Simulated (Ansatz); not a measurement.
Geometry optimisation, Ansatz 0.2.0, RHF/STO-3G.

Input:

```yaml
crystal:
  periodic: [false, false, false]
  atoms:
    - { symbol: C, position_ang: [-1.1861, -0.0655, 1.3787] }
    - { symbol: O, position_ang: [-0.2574, 0.9147, 0.9998] }
    - { symbol: Si, position_ang: [1.0503, 0.0795, 0.2736] }
    - { symbol: B, position_ang: [0.7771, -0.2916, -1.582] }
    - { symbol: O, position_ang: [0.4155, 0.7832, -2.5196] }
    - { symbol: H, position_ang: [-2.0933, 0.5411, 1.8078] }
    - { symbol: H, position_ang: [-0.8289, -0.7203, 2.1475] }
    - { symbol: H, position_ang: [-1.5807, -0.56, 0.4758] }
    - { symbol: H, position_ang: [2.2828, 0.947, 0.4037] }
    - { symbol: H, position_ang: [1.3569, -1.1773, 1.0277] }
    - { symbol: H, position_ang: [0.6907, -1.4186, -1.9424] }
    - { symbol: H, position_ang: [-0.5499, 0.9126, -2.4365] }
basis:
  gaussian: { orbitals: STO-3G }
hamiltonian:
  xc: hf
relax:
  f_tol: 0.02
  max_steps: 40
output:
  orbitals: {}
```

Launched with:

```bash
$ ansatz run input.yaml --threads 1 --pin off --max-ram 2048MiB --backend cpu --events-out ev --progress --plain --runs-dir out
```

Q: Where does it end, and by what steps?

A: The run converged. The force dipped under the threshold on the way, but the program's further checks kept it going. Limits of this set-up: minimal basis. After 16 steps the energy has fallen by 1.836 eV; H11 moved furthest, 0.87 Å.

```json
{"step": "0", "energy less start (eV)": "0.0000", "largest force component (eV/Å)": "4.634", "accepted": "yes"}
{"step": "1", "energy less start (eV)": "-0.5870", "largest force component (eV/Å)": "2.308", "accepted": "yes"}
{"step": "2", "energy less start (eV)": "-0.8212", "largest force component (eV/Å)": "2.025", "accepted": "yes"}
{"step": "3", "energy less start (eV)": "-1.0268", "largest force component (eV/Å)": "3.270", "accepted": "yes"}
{"step": "4", "energy less start (eV)": "-1.5117", "largest force component (eV/Å)": "2.110", "accepted": "yes"}
{"step": "5", "energy less start (eV)": "-1.8000", "largest force component (eV/Å)": "0.574", "accepted": "yes"}
{"step": "6", "energy less start (eV)": "-1.8154", "largest force component (eV/Å)": "0.521", "accepted": "yes"}
{"step": "7", "energy less start (eV)": "-1.8213", "largest force component (eV/Å)": "0.395", "accepted": "yes"}
{"step": "8", "energy less start (eV)": "-1.8296", "largest force component (eV/Å)": "0.128", "accepted": "yes"}
{"step": "9", "energy less start (eV)": "-1.8334", "largest force component (eV/Å)": "0.081", "accepted": "yes"}
{"step": "10", "energy less start (eV)": "-1.8308", "largest force component (eV/Å)": "0.247", "accepted": "no"}
{"step": "11", "energy less start (eV)": "-1.8342", "largest force component (eV/Å)": "0.130", "accepted": "yes"}
{"step": "12", "energy less start (eV)": "-1.8273", "largest force component (eV/Å)": "0.269", "accepted": "no"}
{"step": "13", "energy less start (eV)": "-1.8358", "largest force component (eV/Å)": "0.028", "accepted": "yes"}
{"step": "14", "energy less start (eV)": "-1.8358", "largest force component (eV/Å)": "0.026", "accepted": "no"}
{"step": "15", "energy less start (eV)": "-1.8359", "largest force component (eV/Å)": "0.011", "accepted": "yes"}
{"step": "16", "energy less start (eV)": "-1.8360", "largest force component (eV/Å)": "0.014", "accepted": "yes"}
```

```xyz
12
Properties=species:S:1:pos:R:3
C -1.256 0.089 1.292
O -0.114 0.879 0.978
Si 1.161 0.004 0.267
B 0.794 -0.343 -1.647
O -0.166 0.254 -2.358
H -2.019 0.738 1.730
H -1.043 -0.704 2.018
H -1.705 -0.392 0.413
H 2.311 0.831 0.424
H 1.368 -1.204 0.996
H 1.442 -1.105 -2.244
H -0.695 0.898 -1.835
```

Whether the end is a true minimum wasn't checked by a vibrational analysis.

Time of the run: 19 s on 1 CPU thread of a shared host.
